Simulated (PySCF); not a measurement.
PySCF input (M06-2X/6-311+G**):

```python
from pyscf import gto, dft

mol = gto.M(
    atom='''
    Na   -0.00000000   -0.00000000   -0.91722285
    O     0.00000000    0.00000000    1.01503037
    H     0.00000000    0.00000000    1.96920848
    ''',
    basis='6-311+g**',
    charge=0,
    spin=0,
    verbose=4,
)

mf = dft.RKS(mol, xc='m062x')
mf.grids.level = 4
mf.conv_tol = 1e-9
mf.max_cycle = 100
mf.max_memory = 1500
mf.kernel()
if not mf.converged:
    mf = mf.newton()
    mf.kernel(mf.make_rdm1())
mf.dip_moment()
```

From the last part of the output:

```
SCF conv_tol_grad = None
SCF max_cycles = 100
direct_scf = True
direct_scf_tol = 1e-13
XC library pyscf.dft.libxc version 7.1.2
    S. Lehtola, C. Steigemann, M. J. T. Oliveira, and M. A. L. Marques,  SoftwareX 7, 1–5 (2018)
XC functionals = m062x
    Y. Zhao and D. G. Truhlar,  Theor. Chem. Acc. 120, 215 (2008)
    Y. Zhao and D. G. Truhlar,  Theor. Chem. Acc. 120, 215 (2008)
radial grids:
    Treutler-Ahlrichs [JCP 102, 346 (1995); DOI:10.1063/1.469408] (M4) radial grids

becke partition: Becke, JCP 88, 2547 (1988); DOI:10.1063/1.454033
pruning grids: <function nwchem_prune>
grids dens level: 4
symmetrized grids: False
atomic radii adjust function: <function treutler_atomic_radii_adjust>
small_rho_cutoff = 0
Set gradient conv threshold to 3.16228e-05
Initial guess from minao.
tot grids = 71352
init E= -237.87270034533
  HOMO = -0.456057163620796  LUMO = -0.0866674726620857  gap/eV = 10.05161
cycle= 1 E= -237.930530361958  delta_E= -0.0578  |g|= 0.894  |ddm|= 1.07

WARN: HOMO -0.032753128201626 == LUMO -0.0327531282015801

cycle= 2 E= -235.884252620092  delta_E= 2.05  |g|= 2.37  |ddm|= 1.93
  HOMO = -0.337264873530074  LUMO = -0.0557980402538192  gap/eV = 7.65910
cycle= 3 E= -238.066286933292  delta_E= -2.18  |g|= 0.312  |ddm|= 1.81
  HOMO = -0.252238081783914  LUMO = -0.0528365408524891  gap/eV = 5.42599
cycle= 4 E= -238.09018474502  delta_E= -0.0239  |g|= 0.0577  |ddm|= 0.184
  HOMO = -0.24587002389641  LUMO = -0.0506103792520847  gap/eV = 5.31329
cycle= 5 E= -238.091060928324  delta_E= -0.000876  |g|= 0.0063  |ddm|= 0.05
  HOMO = -0.248498781412449  LUMO = -0.0503233444558475  gap/eV = 5.39263
cycle= 6 E= -238.091073646373  delta_E= -1.27e-05  |g|= 0.00231  |ddm|= 0.00818
  HOMO = -0.249125725797435  LUMO = -0.0502165563603967  gap/eV = 5.41259
cycle= 7 E= -238.091074815168  delta_E= -1.17e-06  |g|= 0.00065  |ddm|= 0.00149
  HOMO = -0.249236968967209  LUMO = -0.0502090557397281  gap/eV = 5.41583
cycle= 8 E= -238.091074894213  delta_E= -7.9e-08  |g|= 0.000277  |ddm|= 0.000289
  HOMO = -0.24930321978753  LUMO = -0.0502094671507294  gap/eV = 5.41762
cycle= 9 E= -238.091074912596  delta_E= -1.84e-08  |g|= 6.19e-05  |ddm|= 0.000157
  HOMO = -0.249321433888515  LUMO = -0.0502100742721723  gap/eV = 5.41810
cycle= 10 E= -238.091074913764  delta_E= -1.17e-09  |g|= 4.73e-06  |ddm|= 5.16e-05
  HOMO = -0.249323044549344  LUMO = -0.0502101434465487  gap/eV = 5.41814
cycle= 11 E= -238.091074913773  delta_E= -9.04e-12  |g|= 9.81e-07  |ddm|= 7.63e-06
  HOMO = -0.24932313315459  LUMO = -0.0502101415701546  gap/eV = 5.41814
Extra cycle  E= -238.091074913773  delta_E= 1.71e-13  |g|= 8.6e-07  |ddm|= 7.49e-06
converged SCF energy = -238.091074913773
Dipole moment(X, Y, Z, Debye):  0.00000,  0.00000, -6.65829
```
